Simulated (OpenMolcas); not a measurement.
**Computed transition rates of Mn IV**

```
Program             : OpenMolcas 26.06
Method              : CASSCF
Basis               : ANO-RCC-VTZP [6s5p3d2f1g]
Scalar Hamiltonian  : DKH2, point nucleus
Active space        : 4 electrons in 5 orbitals (3d)
State averaging     : 2S+1 = 5 even, 5 roots; 2S+1 = 3 even, 45 roots kept (CI in the orbitals of an earlier block); 2S+1 = 1 even, 50 roots kept (CI in the orbitals of an earlier block)
Spin-orbit coupling : state interaction with AMFI integrals over the reference wave functions, term energies averaged over their components
```

Rates come from the transition moments of the reference wave functions (E1 and E2 in the length form). At fixed line strength A goes as λ^-3 for E1 and M1 and as λ^-5 for E2, so a rate at the computed wavelength can be rescaled to the measured one. Measured vacuum wavelengths follow from level energies in Corliss and Sugar, J. Phys. Chem. Ref. Data 6, 1253 (1977). Branching counts decays inside the model space alone, at computed energies, and the table is only a selection of the E2 and M1 lines, drawn from those between levels with measured partners whose computed energy lies within a factor of 1.5 of the measured one.

```
     Upper    Lower  Type  λ computed (nm)  λ measured (nm)  A computed (s-1)  A rescaled (s-1)  Branching %
3d⁴ ³F₂(2)  3d⁴ ³H₄    E2              248            312.7          6.09e+00          1.91e+00         48.0
3d⁴ ³F₄(2)  3d⁴ ³H₆    E2            251.2            317.1          5.57e+00          1.74e+00         46.1
3d⁴ ³F₃(2)  3d⁴ ³H₅    E2            249.3            314.3          5.36e+00          1.68e+00         43.6
3d⁴ ³P₀(1)  3d⁴ ⁵D₁    M1            392.4            486.5          7.94e-01                          100.0
3d⁴ ³P₁(1)  3d⁴ ⁵D₂    M1            386.2            476.4          6.16e-01                           88.3
3d⁴ ³F₄(1)  3d⁴ ⁵D₄    M1            376.4              453          4.49e-01                           82.1
3d⁴ ³P₂(1)  3d⁴ ⁵D₃    M1            374.6            459.3          4.11e-01                           90.0
3d⁴ ³F₃(1)  3d⁴ ⁵D₃    M1            372.9            448.2          2.57e-01                           65.4
   3d⁴ ³D₃  3d⁴ ⁵D₄    M1            264.5            327.9          2.20e-01                           56.7
   3d⁴ ³D₁  3d⁴ ⁵D₀    M1            256.8            316.6          1.34e-01                           33.8
   3d⁴ ³D₁  3d⁴ ⁵D₁    M1            257.5            317.6          1.23e-01                           31.0
   3d⁴ ³D₂  3d⁴ ⁵D₁    M1            258.1            318.7          1.10e-01                           35.1
3d⁴ ³F₂(1)  3d⁴ ⁵D₂    M1            369.9            444.4          1.08e-01                           54.2
   3d⁴ ³D₂  3d⁴ ⁵D₂    M1            259.4            320.6          9.45e-02                           30.1
3d⁴ ³F₂(1)  3d⁴ ⁵D₁    M1            367.2            440.7          5.18e-02                           26.0
   3d⁴ ³G₅  3d⁴ ³H₆    M1             1596             2382          3.18e-02                           39.2
   3d⁴ ³G₅  3d⁴ ³H₅    M1             1537             2271          3.01e-02                           37.0
   3d⁴ ³G₄  3d⁴ ³H₄    M1             1538             2278          2.95e-02                           49.4
   3d⁴ ⁵D₄  3d⁴ ⁵D₃    M1            27190            29980          1.35e-03          1.01e-03        100.0
   3d⁴ ⁵D₃  3d⁴ ⁵D₂    M1            34830            37680          1.10e-03          8.69e-04        100.0
   3d⁴ ⁵D₂  3d⁴ ⁵D₁    M1            50560            53250          4.40e-04          3.77e-04        100.0
   3d⁴ ³H₆  3d⁴ ³H₅    M1            41800            48900          3.07e-04          1.92e-04         97.8
   3d⁴ ³H₅  3d⁴ ³H₄    M1            46860            51520          2.58e-04          1.94e-04         99.1
   3d⁴ ³H₄  3d⁴ ⁵D₄    M1            439.2            490.3          1.45e-04                           84.6
   3d⁴ ⁵D₁  3d⁴ ⁵D₀    M1            98950           101000          5.59e-05          5.26e-05        100.0
```

Spin-changing lines and M1 lines between different terms are not rescaled, since their strength hangs on the term gaps too.

The largest correction is for 3d⁴ ³F₄(2) → 3d⁴ ³H₆ (E2): 5.57e+00 × (251.2 / 317.1)^5 = 1.74e+00 s-1, a factor of 0.31.

The computed rate and branching of 3d⁴ ⁵D₁ → 3d⁴ ⁵D₀ give the upper level a radiative lifetime of 1.000 / 5.59e-05 s-1 = 1.79e+04 s, counting decays inside the model space alone. The rescaled rate gives about 1.9e+04 s.

The computed order of these levels differs from the measured one in 1 place, and where term gaps are wrong the rates of spin-changing lines can be off by large factors.

These are rates of the free ion; in crystals, glasses and complexes forced electric-dipole and non-radiative decay shorten such lifetimes by orders of magnitude. No measured rate stands beside these. Rescaling mends the energy factor alone: line strengths can still be far off where a level mixes with configurations outside the active space, and weak or spin-changing lines hang on small mixing coefficients that depend on the term gaps too, so rescaling need not improve them.

Without dynamic correlation excited terms often stand tens of per cent too high (terms of higher spin than the ground term too low), and those without a measured partner can miss by more than the paired ones. Terms from blocks run as CI alone lack orbitals of their own. Measured partners are found by configuration, term and J. A level has none where our copy of the source lacks it or the pairing is in doubt (some pairs that miss far off the trend of their configuration count as doubtful). Only configurations of the active space appear.

A number in round brackets counts repeated terms of one configuration in the order of the reference energies.
